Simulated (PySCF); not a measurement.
# Atomic charges by several schemes

Compound: 1,1-dimethylcyclohexane, C₈H₁₆.
Structure used (GFN2-xTB), in Å, numbered top down from 1:
```xyz
24
C8H16 angstrom
C     -2.099   -0.428   -0.877
C     -0.842   -0.083   -0.069
C     -1.279    0.323    1.340
C      0.074   -1.316   -0.029
C      1.442   -1.025    0.582
C      2.135    0.107   -0.167
C      1.265    1.359   -0.160
C     -0.103    1.067   -0.770
H     -2.639   -1.250   -0.412
H     -1.837   -0.723   -1.891
H     -2.764    0.431   -0.933
H     -1.942    1.184    1.294
H     -1.816   -0.495    1.817
H     -0.431    0.582    1.967
H     -0.417   -2.116    0.530
H      0.220   -1.671   -1.053
H      1.332   -0.755    1.634
H      2.056   -1.928    0.538
H      2.316   -0.200   -1.200
H      3.103    0.322    0.292
H      1.149    1.718    0.864
H      1.752    2.152   -0.732
H     -0.721    1.967   -0.738
H      0.036    0.798   -1.820
```

Density: PBE0/pcSseg-1 (PySCF); schemes: Mulliken, IAO, Hirshfeld and ESP-fitted. Isolated species at its GFN2-xTB geometry (one conformer only).

For which atoms does the sign change between the 4 schemes (beyond +0.03 e in one, beyond −0.03 e in another)?

C2, C5 and C7.

At which atom do the 4 schemes differ most?

At C2: from -0.648 (Mulliken) to +0.711 e (ESP-fitted), 1.359 e apart.

Tabulate the Mulliken, IAO, Hirshfeld and ESP-fitted charges.

In e:

```csv
atom,environment,Mulliken,IAO,Hirshfeld,ESP-fitted
C1,methyl carbon,-0.124,-0.413,-0.119,-0.638
C2,quaternary sp3 carbon,-0.648,+0.051,+0.026,+0.711
C3,methyl carbon,-0.135,-0.416,-0.120,-0.689
C4,ring CH2 carbon,-0.100,-0.256,-0.070,-0.232
C5,ring CH2 carbon,-0.203,-0.254,-0.070,+0.062
C6,ring CH2 carbon,-0.218,-0.254,-0.070,-0.158
C7,ring CH2 carbon,-0.203,-0.255,-0.070,+0.060
C8,ring CH2 carbon,-0.099,-0.256,-0.070,-0.226
H9,methyl hydrogen,+0.105,+0.133,+0.037,+0.143
H10,methyl hydrogen,+0.102,+0.132,+0.036,+0.121
H11,methyl hydrogen,+0.105,+0.133,+0.037,+0.144
H12,methyl hydrogen,+0.106,+0.134,+0.037,+0.149
H13,methyl hydrogen,+0.106,+0.134,+0.037,+0.149
H14,methyl hydrogen,+0.109,+0.130,+0.035,+0.175
H15,methylene hydrogen,+0.108,+0.126,+0.034,+0.033
H16,methylene hydrogen,+0.103,+0.121,+0.033,+0.044
H17,methylene hydrogen,+0.110,+0.123,+0.033,-0.007
H18,methylene hydrogen,+0.116,+0.133,+0.037,+0.008
H19,methylene hydrogen,+0.108,+0.123,+0.033,+0.048
H20,methylene hydrogen,+0.114,+0.131,+0.036,+0.031
H21,methylene hydrogen,+0.110,+0.123,+0.033,-0.008
H22,methylene hydrogen,+0.116,+0.133,+0.037,+0.009
H23,methylene hydrogen,+0.108,+0.126,+0.034,+0.030
H24,methylene hydrogen,+0.103,+0.121,+0.033,+0.043
```

Mean size of the charges over all atoms: IAO 0.175 e, ESP-fitted 0.163 e, Mulliken 0.144 e, Hirshfeld 0.049 e. Each set sums to the total charge, 0, to within 0.001 e. The Mulliken scheme gives each basis function's population to the atom it is centred on and halves the overlap population of two atoms between them.

Sum the charges by element.

```
element  atoms  Mulliken     IAO  Hirshfeld  ESP-fitted
      C      8    -1.730  -2.055     -0.562      -1.111
      H     16    +1.730  +2.054     +0.563      +1.111
```

How many electrons does the IAO scheme count on C5?

Z − q = 6 − (-0.254) = 6.254.

How closely do the schemes follow one another over all atoms?

Correlation coefficient and root-mean-square difference: IAO with Hirshfeld 1.00, 0.142 e; Hirshfeld with ESP-fitted 0.72, 0.227 e; IAO with ESP-fitted 0.69, 0.192 e; Mulliken with IAO 0.59, 0.172 e; Mulliken with Hirshfeld 0.55, 0.158 e; Mulliken with ESP-fitted -0.10, 0.334 e.

These values come from a run that also computed NMR shieldings. Rough CPU time on one thread of a shared machine: about 30 s.
